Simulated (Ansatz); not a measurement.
Computed with Ansatz on PBE0-D4/def2-TZVP structures; ΔE is electronic, products minus reactants. CCSD(T)/CBS adds triple-zeta CCSD(T) − MP2 to the extrapolated MP2 energy (def2 sets, frozen cores). This one scheme is used for every species. Functionals use def2-TZVPP. Each species was taken in one conformer, which may not be the lowest.

Reaction (substitution at a C–S bond): `BSC(F)[SiH3]` + `O[SiH3]` → `FC([SiH3])O[SiH3]` + `BS`

```json
{"level": "r2SCAN-D4", "ΔE (kcal/mol)": "3.3"}
{"level": "ωB97X-V", "ΔE (kcal/mol)": "2.0"}
{"level": "PBE", "ΔE (kcal/mol)": "3.8"}
{"level": "PBE0", "ΔE (kcal/mol)": "3.4"}
{"level": "HF/def2-TZVPP", "ΔE (kcal/mol)": "-0.9"}
{"level": "SCS-MP2/def2-TZVPP", "ΔE (kcal/mol)": "3.3"}
{"level": "HF/def2-QZVPP", "ΔE (kcal/mol)": "-0.8"}
{"level": "HF/CBS(def2)", "ΔE (kcal/mol)": "-0.8"}
```

What does CCSD(T)/CBS give? (An estimate is asked.)

Ansatz gave: +4.2 kcal/mol. The listed levels differ from it by -0.9, -2.2, -0.4, -0.8, -5.1, -0.9, -5.0, -5.0 kcal/mol.

Largest T1 diagnostic among the species: 0.015.

In def2-TZVPP, CCSD(T) changes the Hartree–Fock value by +3.6 kcal/mol (the triples alone add +0.7 kcal/mol) and MP2 by +5.5 kcal/mol.
